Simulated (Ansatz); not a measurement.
Consider the ligand exchange at the Si–N bond: `F[SiH2]N([SiH3])[SiH3]` + `N=C(N)S` → `N=C(S)N[SiH2]F` + `[SiH3]N[SiH3]`.

Computed with Ansatz on PBE0-D4/def2-TZVP structures; ΔE is electronic, products minus reactants. CCSD(T)/CBS is the MP2 limit (def2-TZVPP, def2-QZVPP) plus CCSD(T) − MP2 in def2-TZVPP, frozen cores. This one scheme is used for every species. One conformer a species, not always the lowest.

```json
{"level": "CCSD/def2-TZVPP", "ΔE (kJ/mol)": "9.6"}
{"level": "CCSD(T)/def2-TZVPP", "ΔE (kJ/mol)": "10.4"}
{"level": "MP2/def2-QZVPP", "ΔE (kJ/mol)": "10.2"}
{"level": "HF/CBS(def2)", "ΔE (kJ/mol)": "5.4"}
```

Problem. What does CCSD(T)/CBS give? (Best estimate.)

Solution. Computed: +10.5 kJ/mol. The listed levels differ from it by -0.9, -0.1, -0.3, -5.1 kJ/mol.

Largest T1 diagnostic among the species: 0.014.

The D4 term adds +4.3 kJ/mol with B3LYP and +2.3 kJ/mol with PBE0; it sums over pairs of atoms, weighted by their polarisabilities, and B3LYP, whose exchange is more repulsive, gets the larger term. In def2-TZVPP, CCSD(T) changes the Hartree–Fock value by +5.4 kJ/mol (the triples alone add +0.8 kJ/mol) and MP2 by +5.0 kJ/mol.

B3LYP here is the variant with VWN-RPA as its local correlation; programs differ in this.
